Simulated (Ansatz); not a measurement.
Reaction (ligand exchange at the Si–N bond): `BN[SiH]([SiH3])S` + NH₃ → `N[SiH]([SiH3])S` + `BN`

Calculated with Ansatz (gas phase, PBE0-D4/def2-TZVP geometries, no zero-point term in ΔE). CCSD(T)/CBS is the MP2 limit (def2-TZVPP, def2-QZVPP) plus CCSD(T) − MP2 in def2-TZVPP, frozen cores. This one scheme is used for every species. Each species was taken in one conformer, which may not be the lowest.

```
           species  MP2/def2-QZVPP energy (Eh)
`BN[SiH]([SiH3])S`                 -1060.17497
               NH₃                   -56.47584
 `N[SiH]([SiH3])S`                 -1034.76723
              `BN`                   -81.88281
```

(1) Work out ΔE.

Largest T1 diagnostic among the species: 0.013.

## Answers

(1) ΔE = (-1034.76723) + (-81.88281) − (-1060.17497) − (-56.47584) = 0.00077 Eh = +2.0 kJ/mol. CCSD(T)/CBS gives +1.3 kJ/mol.

In def2-TZVPP, CCSD(T) changes the Hartree–Fock value by +10.3 kJ/mol (the triples alone add +1.8 kJ/mol) and MP2 by +10.8 kJ/mol. The D4 term adds +6.8 kJ/mol with B3LYP and +4.0 kJ/mol with PBE0; it sums over pairs of atoms, weighted by their polarisabilities, and B3LYP, whose exchange is more repulsive, gets the larger term.

B3LYP here is the variant with VWN-RPA as its local correlation; programs differ in this.
